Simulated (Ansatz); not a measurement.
`[CH3][Y]([OH])[OH]` + H–F → `[CH3][Y]([OH])[F]` + H₂O at 600 K and 1 bar (ligand exchange at a Y–O bond).

Computed with Ansatz on PBE0-D4/def2-TZVP structures; ΔE is electronic, products minus reactants. CBS: MP2 limit from def2 TZ/QZ plus the TZ coupled-cluster correction, frozen cores. This one scheme is used for every species. def2 core potentials past Kr. For Y outer-core shells are correlated without core-valence functions, which leaves a few kJ/mol of doubt a bond. Each species was taken in one conformer, which may not be the lowest.

```json
{"species": "`[CH3][Y]([OH])[OH]`", "CCSD(T)/CBS energy (Eh)": "-229.78557", "H − E (kJ/mol)": "217.7", "S (J/(mol·K))": "482.7"}
{"species": "H–F", "CCSD(T)/CBS energy (Eh)": "-100.39570", "H − E (kJ/mol)": "42.3", "S (J/(mol·K))": "194.0"}
{"species": "`[CH3][Y]([OH])[F]`", "CCSD(T)/CBS energy (Eh)": "-253.82257", "H − E (kJ/mol)": "183.2", "S (J/(mol·K))": "459.6"}
{"species": "H₂O", "CCSD(T)/CBS energy (Eh)": "-76.37941", "H − E (kJ/mol)": "76.8", "S (J/(mol·K))": "212.8"}
```

H − E and S are ideal-gas, rigid-rotor, harmonic terms from PBE0-D4/def2-TZVP, for one conformer and one mirror image of each species. 1 Eh = 2625.50 kJ/mol, R = 8.31446 J/(mol·K).

**Question.** By hand: ΔE, ΔH, ΔS and ΔG.

**Answer.** ΔE = (-253.82257) + (-76.37941) − (-229.78557) − (-100.39570) = -0.02071 Eh = -54.4 kJ/mol. Δ(H − E) = 183.2 + 76.8 − 217.7 − 42.3 = 0.0, so ΔH = -54.4 kJ/mol. ΔS = 459.6 + 212.8 − 482.7 − 194.0 = -4.3 J/(mol·K). ΔG = -54.4 − 600 × (-4.3)/1000 = -51.8 kJ/mol.

**Question.** By hand: the equilibrium constant, and the temperature at which ΔG would vanish if ΔH and ΔS stayed fixed.

**Answer.** log₁₀ K = −ΔG/(RT ln 10) = 4.5. ΔG = 0 at ΔH/ΔS = 12651 K, far beyond where these terms or the molecules hold.

The number of gas molecules stays the same, so ΔS is small and ΔH decides. A doubt of 5 kJ/mol in ΔE shifts log₁₀ K by 0.4 here. Other conformers and mirror images would add mixing entropy, several J/(mol·K) or more a flexible species. Modes under 60 cm⁻¹, often nearly free rotors, make the harmonic entropy too high. These are equilibria of isolated gas molecules and say nothing of rates. Largest T1 diagnostic: 0.014 (customary marks: 0.02 for closed shells, 0.045 for open ones).
